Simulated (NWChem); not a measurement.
[Ge]([Cl])([F])([Cl])[F] (GeCl2F2), optimised at PBE0/def2-SVP with NWChem:

- highest occupied level (eV) = -10.02
- orbital gap (eV) = 8.15
- dipole (D) = 1.19
- highest harmonic frequency (cm⁻¹) = 776
- zero-point energy (kcal/mol) = 4.9

This build's default masses of Se (78.918 u) and Br (79.917 u) are each other's, which moves their modes by up to 0.6 %.

**Question.** One Cl atom is replaced by Br, giving [F][Ge]([F])([Cl])[Br] (GeBrClF2), optimised at the same level. How do these values move?

**Answer.** 
```
quantity                           new value  change
---------------------------------  ---------  ------
highest occupied level (eV)            -9.49   +0.53
orbital gap (eV)                        7.40   -0.75
dipole (D)                              1.47   +0.28
highest harmonic frequency (cm⁻¹)        770      -6
zero-point energy (kcal/mol)             4.6    -0.3
```
